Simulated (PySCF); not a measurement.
Species: MoH₆, charge 0, multiplicity 1. 
Geometry from a B3LYP-D3(BJ)/def2-TZVP (Ansatz) optimisation:
SMILES: [MoH6]
```xyz
7

Mo     0.0065    -0.0062    -0.0618
H     -0.4539    -0.7860     1.3033
H     -0.7547     0.8525     1.1073
H     -0.5134    -1.5975    -0.2825
H     -1.0282     1.2068    -0.6180
H      0.8169     0.3087     1.3267
H      1.6615     0.2760    -0.2426
```

Dispersion corrections to the total energy (kcal/mol) from the dftd3 and dftd4 libraries through PySCF: D3(BJ) without and D4 with the three-body term, each with the damping fitted for the functional named.

```tsv
functional	D3(BJ)	D4
TPSSh	-2.86	-3.54
CAM-B3LYP	-1.94	-2.39
BHLYP	-3.74	[?]
BP86	[?]	-3.73
HF	-26.76	-11.39
B3LYP	[?]	-4.68
HSE06	-1.60	-2.21
```

Q: What belongs in the gaps?

A: 
- BHLYP, D4: -3.38
- BP86, D3(BJ): -4.09
- B3LYP, D3(BJ): -4.56
